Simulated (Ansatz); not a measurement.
Reaction (formal exchange of groups at the Si–S bond): `C[SiH2]SSC` + `[SiH3][AsH2]` → `C[SiH2][SiH2][AsH2]` + `CSS`

Calculated with Ansatz (gas phase, PBE0-D4/def2-TZVP geometries, no zero-point term in ΔE). CBS: MP2 limit from def2 TZ/QZ plus the TZ coupled-cluster correction, frozen cores. Functionals use def2-TZVPP. For As outer-core shells are correlated without core-valence functions, which leaves a few kJ/mol of doubt a bond. Scalar relativity is left out up to krypton. One conformer a species, not always the lowest.

`C[SiH2]SSC`:

Z-matrix (Å, degrees):
```
C
Si 1 1.861
H 1 1.093 2 110.3
H 1 1.092 2 110.7 3 -120.2
H 1 1.092 2 110.2 3 119.6
S 2 2.148 1 112.0 3 -178.2
H 2 1.489 1 111.4 3 64.7
H 2 1.488 1 110.8 3 -56.9
S 6 2.060 2 97.1 1 65.0
C 9 1.800 6 102.0 2 90.3
H 10 1.089 9 110.7 6 61.0
H 10 1.090 9 110.9 6 -61.9
H 10 1.093 9 106.0 6 179.6
```

`[SiH3][AsH2]`:

Cartesian coordinates in Å:
```
Si -0.258 0.725 -0.388
As -0.293 -1.209 0.973
H -0.524 1.905 0.475
H -1.349 0.608 -1.390
H 1.033 0.923 -1.096
H 1.076 -0.888 1.558
H 0.315 -2.063 -0.132
```

`C[SiH2][SiH2][AsH2]`:

```xyz
13

C     0.638   -0.524   -1.960
Si    0.416    0.956   -0.828
Si    0.258    0.264    1.401
As   -1.511   -1.312    1.553
H     1.560   -1.058   -1.720
H    -0.195   -1.222   -1.852
H     0.688   -0.209   -3.005
H    -0.834    1.689   -1.179
H     1.553    1.907   -0.982
H     1.502   -0.453    1.800
H     0.073    1.417    2.324
H    -1.580   -1.223    3.071
H    -2.568   -0.231    1.378
```

`CSS`:

Z-matrix (Å, degrees):
```
C
S 1 1.802
H 1 1.089 2 110.8
H 1 1.090 2 111.1 3 123.0
H 1 1.093 2 106.0 3 -118.4
S 2 2.037 1 103.0 3 -56.7
H 6 1.349 2 99.3 1 -87.6
```

| level | ΔE (kJ/mol) |
| --- | --- |
| r2SCAN-D4 | 58.3 |
| r2SCAN | 57.9 |

Q: What does CCSD(T)/CBS give? (An estimate is asked.)

A: The calculation gave: +61.8 kJ/mol. The listed levels differ from it by -3.5, -3.9 kJ/mol.

Largest T1 diagnostic among the species: 0.012.

The D4 term adds +3.1 kJ/mol with B3LYP and +1.5 kJ/mol with PBE0; it sums over pairs of atoms, weighted by their polarisabilities, and B3LYP, whose exchange is more repulsive, gets the larger term.

B3LYP here is the variant with VWN-RPA as its local correlation; programs differ in this.
